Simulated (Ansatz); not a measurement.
Consider the cleavage of the Ge–B bond: `[BH2][GeH2][F]` + HCl → `[F][GeH2][Cl]` + BH₃.

Calculated with Ansatz (gas phase, PBE0-D4/def2-TZVP geometries, no zero-point term in ΔE). CCSD(T)/CBS adds triple-zeta CCSD(T) − MP2 to the extrapolated MP2 energy (def2 sets, frozen cores). This one scheme is used for every species. For Ge outer-core shells are correlated without core-valence functions, which leaves a few kJ/mol of doubt a bond. Scalar relativity is left out up to krypton.

`[BH2][GeH2][F]`:

Z-matrix (Å, degrees):
```
Ge
F 1 1.751
B 1 2.052 2 110.0
H 1 1.541 2 105.0 3 -122.4
H 1 1.541 2 105.0 3 122.4
H 3 1.194 1 119.1 2 -180.0
H 3 1.192 1 121.6 2 -0.0
```

HCl:

```xyz
2

Cl    0.295    0.186   -0.536
H    -0.295   -0.186    0.536
```

`[F][GeH2][Cl]`:

Z-matrix (Å, degrees):
```
Ge
F 1 1.730
Cl 1 2.133 2 106.4
H 1 1.528 2 107.1 3 -116.6
H 1 1.528 2 107.1 3 116.6
```

BH₃:

Cartesian coordinates in Å:
```
B 0.000 0.000 0.000
H 0.214 -0.272 1.142
H -0.778 -0.647 -0.632
H 0.565 0.920 -0.510
```

```tsv
species	HF/def2-TZVPP energy (Eh)
`[BH2][GeH2][F]`	-2201.87318
HCl	-460.09908
`[F][GeH2][Cl]`	-2635.61075
BH₃	-26.40065
```

Question: Work out ΔE.

Answer: ΔE = (-2635.61075) + (-26.40065) − (-2201.87318) − (-460.09908) = -0.03914 Eh = -24.6 kcal/mol. CCSD(T)/CBS gives -19.2 kcal/mol.

Largest T1 diagnostic among the species: 0.012.

Leaving LDA and LC-ωPBE aside and taking each functional with its dispersion term where it has one, the values, not all of them listed here, spread over 4.1 kcal/mol, from BHLYP-D4 to PBE-D4. LDA lies +1.8 kcal/mol from PBE without D4. In def2-TZVPP, CCSD(T) changes the Hartree–Fock value by +5.0 kcal/mol (the triples alone add +0.1 kcal/mol) and MP2 by +3.0 kcal/mol.
